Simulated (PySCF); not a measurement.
Predicted microwave data (PBE0/pcSseg-1 in PySCF (dipole) on a GFN2-xTB geometry, gas phase) for one isomer of C6H8OSSi:

- Rotational constants: A = 2167, B = 686.1, C = 534.7 MHz
- Dipole components: |μa| = 1.80 D, |μb| = 1.09 D, |μc| = 0.56 D
- Inertial defect: -24.69 u·Å²
- κ: -0.81

Question: Which structure is it? (One computed conformer of each.)
A. `[CH2:1]=[CH:2][c:3]1[cH:4][c:5]([S:6][SiH3:7])[cH:8][o:9]1` with C1–C2–C3–C4 179°, C4–C5–S6–Si7 -1°
B. `[SiH3:1][O:2][c:3]1[cH:4][cH:5][cH:6][cH:7][c:8]1[SH:9]` with Si1–O2–C3–C4 0°, C7–C8–S9–H 180°
C. `[CH:1]#[C:2][C:3](=[CH2:4])[SiH2:5][O:6][C:7]([CH3:8])=[S:9]` with C2–C3–Si5–O6 -20°, C3–Si5–O6–C7 176°, Si5–O6–C7–C8 179°
D. `[O:1]=[c:2]1[cH:3][cH:4][s:5][cH:6][c:7]1[CH2:8][SiH3:9]` with C6–C7–C8–Si9 104°

Answer: C. It is C#CC(=C)[SiH2]OC(C)=S, an asymmetric top, point group C1. The candidates at the same level (rigid rotor, commonest isotopes):

```csv
SMILES,A (MHz),B (MHz),C (MHz),μa (D),μb (D),μc (D),Δ (u·Å²),point group,rotor
C#CC(=C)[SiH2]OC(C)=S,2167,686.1,534.7,1.80,1.09,0.56,-24.69,C1,asymmetric top
C=Cc1cc(S[SiH3])co1,3072,588.7,496.9,0.16,1.72,0.02,-5.90,near Cs,near-prolate asymmetric top
O=c1ccscc1C[SiH3],2163,807.7,645.7,2.43,2.23,0.01,-76.66,C1,asymmetric top
[SiH3]Oc1ccccc1S,1561,996.7,612.6,1.59,1.55,0.00,-5.77,Cs,asymmetric top
```

`C=Cc1cc(S[SiH3])co1` has A 42 % too high; `O=c1ccscc1C[SiH3]` has C 21 % too high; `[SiH3]Oc1ccccc1S` has B 45 % too high. No structure here is proved a minimum.
